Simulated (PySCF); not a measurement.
1,1,1-trifluoropropane (C3H5F3), SMILES FC(CC)(F)F.

The structure is a stationary point at TPSSh-D3(BJ)/def2-SVP.

Two levels are set side by side: PBE/def2-TZVP (PySCF) and r2SCAN/def2-TZVP (PySCF). Same geometry, gas phase. Differences are taken from unrounded values.

```json
[
 {"quantity": "orbital gap (eV)", "r2SCAN": "10.18", "PBE": "8.99", "PBE minus r2SCAN": "-1.18"},
 {"quantity": "highest occupied level (eV)", "r2SCAN": "-9.00", "PBE": "-8.63", "PBE minus r2SCAN": "0.37"},
 {"quantity": "lowest empty level (eV)", "r2SCAN": "1.18", "PBE": "0.37", "PBE minus r2SCAN": "-0.81"},
 {"quantity": "dipole moment (D)", "r2SCAN": "2.35", "PBE": "2.25", "PBE minus r2SCAN": "-0.10"},
 {"quantity": "mean polarisability (bohr³)", "r2SCAN": "39.4", "PBE": "40.5", "PBE minus r2SCAN": "1.1"}
]
```

Rough cost on one machine, each run with all the roots and properties that it gave: r2SCAN against PBE about 4 times.
